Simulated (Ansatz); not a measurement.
Reaction (formal exchange of groups at the Al–N bond): `C[N](C)[AlH][F]` + `CF` → `F[CH2][AlH][F]` + `CNC`

Gas-phase electronic energies from Ansatz, PBE0-D4/def2-TZVP geometries. CCSD(T)/CBS is the MP2 limit (def2-TZVPP, def2-QZVPP) plus CCSD(T) − MP2 in def2-TZVPP, frozen cores. This one scheme is used for every species. DFT in def2-TZVPP. B3LYP here is the variant with VWN-RPA as its local correlation; programs differ in this. One conformer a species, not always the lowest.

`C[N](C)[AlH][F]`:

Cartesian coordinates in Å:
```
C 0.874 -0.719 -0.832
N -0.017 -0.019 0.064
C -0.555 1.189 -0.512
Al -0.420 -0.564 1.690
F 0.274 -1.966 2.220
H 1.733 -0.093 -1.114
H 0.363 -1.010 -1.760
H 1.259 -1.626 -0.362
H 0.241 1.899 -0.780
H -1.224 1.692 0.192
H -1.128 0.981 -1.427
H -1.399 0.236 2.622
```

`CF`:

```xyz
5

C     0.008   -0.046    0.039
F    -0.171    0.998   -0.840
H     0.055   -0.982   -0.523
H    -0.832   -0.075    0.736
H     0.940    0.105    0.588
```

`F[CH2][AlH][F]`:

```xyz
7

F     1.233   -1.324    0.563
C    -0.047   -0.833    0.321
Al   -0.042    1.008   -0.392
F     1.392    1.781   -0.635
H    -0.550   -1.523   -0.372
H    -0.616   -0.891    1.259
H    -1.371    1.782   -0.745
```

`CNC`:

```xyz
10

C     0.746    0.935   -0.170
N     0.512   -0.487   -0.073
C    -0.836   -0.804    0.339
H     1.757    1.122   -0.538
H     0.668    1.386    0.823
H     0.034    1.463   -0.828
H     0.713   -0.930   -0.959
H    -0.999   -0.446    1.360
H    -0.980   -1.887    0.343
H    -1.617   -0.353   -0.296
```

```
             level  ΔE (kJ/mol)  difference from CCSD(T)/CBS
         revPBE-D4        113.8                        -10.3
         r2SCAN-D4        122.8                         -1.3
            B97M-V        121.2                         -2.9
           PBE0-D4        117.5                         -6.6
          B3LYP-D4        122.1                         -2.0
        r2SCANh-D4        123.2                         -0.9
        r2SCAN0-D4        123.8                         -0.3
      CAM-B3LYP-D4        122.7                         -1.4
            B2PLYP        123.2                         -0.9
          PBE-QIDH        123.6                         -0.5
               PBE        110.8                        -13.3
            r2SCAN        121.8                         -2.3
              PBE0        114.4                         -9.7
           r2SCAN0        122.6                         -1.5
           LC-ωPBE        115.9                         -8.2
SCS-MP2/def2-QZVPP        128.8                          4.7
       CCSD(T)/CBS        124.1                            0
```

(1) What do rigid-rotor, harmonic-oscillator terms from PBE0-D4/def2-TZVP frequencies (298.15 K, 1 bar) make of the CCSD(T)/CBS value? (Best estimate.)

Largest T1 diagnostic among the species: 0.012.

Answers

(1) Computed: ΔZPE = -1.6 kJ/mol, ΔH = +122.2 kJ/mol, ΔS = 23 J/(mol·K), ΔG = +115.4 kJ/mol.

In def2-TZVPP, CCSD(T) changes the Hartree–Fock value by +3.6 kJ/mol (the triples alone add +0.9 kJ/mol) and MP2 by +9.0 kJ/mol. The D4 term adds +5.5 kJ/mol with B3LYP and +3.1 kJ/mol with PBE0; it sums over pairs of atoms, weighted by their polarisabilities, and B3LYP, whose exchange is more repulsive, gets the larger term.
